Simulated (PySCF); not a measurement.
Molecule: `InChI=1S/C7H4O2/c1-2-6-5-9-4-3-7(6)8/h1,3-5H`.

Cartesian coordinates in Å; atom numbers follow the order of the lines, from 1:
```xyz
13

C     3.1798   -0.0231   -0.3208
C     1.9927    0.0905   -0.1832
C     0.5895    0.1410   -0.0352
C    -0.0434    1.3060    0.2298
O    -1.3694    1.4330    0.3838
C    -2.1162    0.3259    0.2674
C    -1.6183   -0.8920    0.0062
C    -0.1847   -1.1132   -0.1790
O     0.3086   -2.1963   -0.4226
H     4.2187   -0.1065   -0.4386
H     0.4762    2.2480    0.3419
H    -3.1679    0.5330    0.4084
H    -2.2699   -1.7460   -0.0756
```

Frames of a GFN2-xTB Langevin trajectory at 400 K; GIAO PBE0/pcSseg-1 shieldings in PySCF 2.14, gas phase, non-relativistic; equivalent atoms averaged within each frame.

Chemical shifts δ = σref − σ; $^{13}$C (186.93 ppm), $^{1}$H (31.72 ppm) against TMS; H2O for $^{17}$O (336.08 ppm), all at this level. The references are static minima.

How do the shifts (ppm) fluctuate along the trajectory?

## Answers


| time (fs) | C8 | C6 | C4 | C7 | C3 | C1 | C2 | O9 | O5 | H12 |
| --- | --- | --- | --- | --- | --- | --- | --- | --- | --- | --- |
| 250 | 177.1 | 167.8 | 165.7 | 132.3 | 115.2 | 98.7 | 84.4 | 573.2 | 258.4 | 8.18 |
| 425 | 179.0 | 152.8 | 170.5 | 120.5 | 127.4 | 104.8 | 80.8 | 585.7 | 240.9 | 7.55 |
| 625 | 180.1 | 154.0 | 165.3 | 124.7 | 130.8 | 99.3 | 83.5 | 567.7 | 233.8 | 8.20 |
| 800 | 174.6 | 167.8 | 168.0 | 130.6 | 127.2 | 97.9 | 83.0 | 568.9 | 250.0 | 7.80 |
| 1000 | 179.4 | 167.0 | 177.2 | 128.8 | 125.9 | 95.0 | 80.1 | 608.9 | 259.7 | 7.47 |
| mean of frames | 178.0 | 161.9 | 169.4 | 127.4 | 125.3 | 99.1 | 82.4 | 580.9 | 248.6 | 7.84 |
| standard deviation | 2.2 | 7.7 | 4.9 | 4.8 | 5.9 | 3.6 | 1.8 | 17.2 | 11.2 | 0.34 |

5 frames give an uncertainty of the mean of about the standard deviation over 2.2 at best, since frames this close in time may not be independent; classical motion lacks zero-point vibration, and the reference would need the same averaging.
